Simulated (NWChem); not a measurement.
SiH4Se; SMILES [SiH3][SeH]

```xyz
6

Si     0.0125     1.5116     0.0000
Se     0.0333    -0.7739     0.0000
H     -0.6681     2.0587     1.2111
H      1.4509     1.9041     0.0074
H     -0.6554     2.0601    -1.2175
H     -1.4355    -0.8727    -0.0004
```
Atoms are numbered in this order, from 1.

Program: NWChem. Coordinates come from a PBE0/def2-SVP optimisation. Vertical excitations in the gas phase.

Problem. Predict the results for PBE0/aug-cc-pVDZ, full TDDFT. Quantities: lowest excitation, singlet (eV); lowest state with f > 0.02, singlet (eV); orbital gap (eV).

Solution. 
```json
{
 "lowest excitation, singlet (eV)": "5.23",
 "lowest state with f > 0.02, singlet (eV)": "5.34",
 "orbital gap (eV)": "6.57"
}
```
